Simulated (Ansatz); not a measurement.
`P[SiH]1CC1`. Total charge 0; spin multiplicity 1.

| atom | x (Å) | y (Å) | z (Å) |
| --- | --- | --- | --- |
| P1 | 0.4686 | -0.2261 | 2.2095 |
| Si2 | 0.6219 | -0.0070 | -0.0048 |
| C3 | -0.7944 | -0.6620 | -1.0038 |
| C4 | -0.7753 | 0.8669 | -0.8517 |
| H5 | 1.4370 | 0.7719 | 2.5013 |
| H6 | 1.4097 | -1.2872 | 2.2953 |
| H7 | 1.9544 | 0.0407 | -0.6499 |
| H8 | -1.5978 | -1.1881 | -0.4989 |
| H9 | -0.5943 | -1.0512 | -1.9967 |
| H10 | -0.5630 | 1.4390 | -1.7490 |
| H11 | -1.5667 | 1.3031 | -0.2513 |

Task: What are the harmonic wavenumbers in cm⁻¹ at PBE0-D4/def2-TZVP (Ansatz, finite differences of forces, unscaled)? (An estimate is asked.)

Result: Ansatz gave: 137, 157, 171, 444, 476, 587, 668, 683, 712, 734, 755, 763, 906, 953, 1006, 1027, 1097, 1198, 1417, 1433, 2241, 2403, 2411, 3136, 3138, 3209, 3225.

Task: Is this a minimum?

Result: Yes, all 27 modes are real.

Task: Give the ideal-gas thermochemistry at 298.15 K and 1 bar (rigid rotor, harmonic oscillator; point group Cs, symmetry number 1).

Result: Zero-point energy 209.9 kJ/mol; H(298) − E = 228.8 kJ/mol; entropy 325.0 J/(mol·K), of which translation 165.0, rotation 109.2, vibration 50.8; G(298) − E = 131.9 kJ/mol.

Task: And at 400, 500, 600, 800 and 1000 K?

Result: 
| T (K) | H − E (kJ/mol) | S (J/mol/K) | G − E (kJ/mol) |
| --- | --- | --- | --- |
| 400 | 240.6 | 358.7 | 97.1 |
| 500 | 254.2 | 389.1 | 59.7 |
| 600 | 269.6 | 417.0 | 19.3 |
| 800 | 304.0 | 466.4 | -69.1 |
| 1000 | 342.3 | 509.0 | -166.8 |
